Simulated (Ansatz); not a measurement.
Ansatz results at the PBE0-D4/def2-TZVP geometry: size of the dipole moment (ωB97M-V/def2-TZVPP) 1.65 D; HOMO energy (ωB97M-V/def2-TZVPP) -10.33 eV; LUMO energy (B3LYP/def2-TZVPP) -0.20 eV.

Each molecule was computed in one conformer, which needn't be the lowest.

Task: Which molecule gave them?
A. `F[CH](F)[GeH2][SiH3]`
B. `C[Si](F)(F)[GeH3]`
C. `[SiH3]C1(Cl)CC1`
D. `BB(C)BCl`

Result: A. The others give `[SiH3]C1(Cl)CC1`: 1.70, -10.13, 0.13; `C[Si](F)(F)[GeH3]`: 1.95, -10.29, -0.01; `BB(C)BCl`: 1.18, -9.69, -2.31.

B3LYP here is the variant with VWN-RPA as its local correlation; programs differ in this.
